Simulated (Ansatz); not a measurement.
Abridged output of a molecular run in Ansatz:

```
Functional definition: HF
2179 factors; integrals over basis functions are off by at most 1.1e-3 eV
mean field evaluation 1: about -11026.5732 eV, gradient 7.6e1 eV
mean field evaluation 2: about -11026.9650 eV, gradient 7.6e1 eV
mean field evaluation 4: about -11037.3537 eV, gradient 1.2e1 eV
mean field evaluation 8: about -11037.7175 eV, gradient 1.1e0 eV
mean field evaluation 16: about -11037.7211 eV, gradient 2.2e-6 eV
mean field -11037.72114628 eV, -405.6287704895 hartree, gradient 2.2e-6 eV, S^2 0.000000; 0 other end points of the search recorded, 0 dependent functions left out
6 core orbitals not correlated: weight in the atoms' cores, before any rotation towards them, 1.000 or more for the frozen orbitals, at most 0.000 for the correlated occupied ones
reference -11037.72114628 eV, -405.6287704895 hartree; 26, 26 occupied and 322, 322 virtual orbitals, 2179 factors
second order -47.87428359 eV of doubles, -0.00000000 eV of singles
cycle   1  -44.86456084 eV  change     3.0e0 eV  update   2.7e-1
cycle   2  -46.62763145 eV  change    -1.8e0 eV  update   1.5e-1
cycle   3  -47.09076007 eV  change   -4.6e-1 eV  update   4.0e-2
cycle   4  -47.09843229 eV  change   -7.7e-3 eV  update   1.5e-2
cycle   5  -47.08114759 eV  change    1.7e-2 eV  update   4.2e-3
cycle   6  -47.08379516 eV  change   -2.6e-3 eV  update   1.9e-3
cycle   7  -47.08412463 eV  change   -3.3e-4 eV  update   6.7e-4
cycle   8  -47.08339697 eV  change    7.3e-4 eV  update   2.8e-4
cycle   9  -47.08347292 eV  change   -7.6e-5 eV  update   9.2e-5
cycle  10  -47.08361135 eV  change   -1.4e-4 eV  update   4.2e-5
cycle  11  -47.08350337 eV  change    1.1e-4 eV  update   2.0e-5
cycle  12  -47.08348291 eV  change    2.0e-5 eV  update   1.0e-5
perturbative correction -2.45551001 eV, -0.0902383284 hartree
Total energy: -11087.26013919 eV, -407.4492949004 hartree
```

Its atoms:

```xyz
15

C     2.025    1.072   -1.769
O     0.764    0.895   -1.181
W    -0.057   -0.429   -0.124
N     1.114   -1.703    0.160
N    -1.481   -1.025   -0.956
O    -0.603    0.285    1.531
C    -1.824    0.430    2.207
H     2.370    2.091   -1.574
H     2.756    0.364   -1.365
H     1.952    0.929   -2.851
H     1.483   -2.640    0.176
H    -2.064   -1.688   -1.440
H    -2.672    0.244    1.541
H    -1.868   -0.272    3.045
H    -1.895    1.447    2.600
```

Question: Which basis set was used?
A. def2-TZVPP
B. def2-SVPD
C. def2-TZVPPD
D. cc-pV(Q+d)Z

Answer: A. It gives 354 functions.

Question: Write the keys of the input that set method, charge and spin (a neutral closed shell needs none for the last two).

Answer: 
```yaml
correlation: {method: ccsd_t}
```
